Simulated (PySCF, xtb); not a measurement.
## CH4AgAl: where a starting geometry ends

The starting geometry of this gas-phase singlet was built from a drawn formula by distance geometry and a force field; its bonds are those of `[AlH2][CH2][Ag]`.

```xyz
7

C    -0.4950    1.6046    0.1110
Ag    0.2821    1.5248   -2.0095
Al   -1.2744   -0.0679    0.7944
H    -0.5994   -0.7516    2.1151
H    -2.5206   -0.7764    0.0993
H    -1.2717    2.4148    0.1157
H     0.4162    1.9200    0.7467
```

Task: Where would you expect an optimisation with r2SCAN-D4/def2-SVP to take it?

Result: A new bond forms, giving a structure given below by its coordinates. Contacts that close: Ag2–Al3 (3.58 → 2.86 Å).

The energy falls by 0.45 eV over 12 steps:

```
step  E − E(last) (eV)
   1             0.445
   2             0.182
   3             0.147
   5             0.041
   6             0.008
   7             0.002
   8             0.000
  10             0.000
  11             0.000
  12             0.000
```

Final geometry (Å):

```xyz
7

C    -0.5865    1.7494    0.2297
Ag    0.3089    0.9777   -1.5219
Al   -1.1935   -0.0210    0.6915
H    -0.2657   -0.9728    1.5733
H    -2.6141   -0.5300    0.1745
H    -1.2749    2.5118   -0.1724
H     0.2674    2.2247    0.7412
```

From the same start GFN2-xTB reaches the same bonding as this run.

The end wasn't checked by frequencies. Atoms past krypton carry core potentials, without spin–orbit terms. Run with PySCF 2.14.0, 80 s on 2 threads of Intel(R) Xeon(R) Platinum 8488C (Sapphire Rapids), with other jobs on the host.
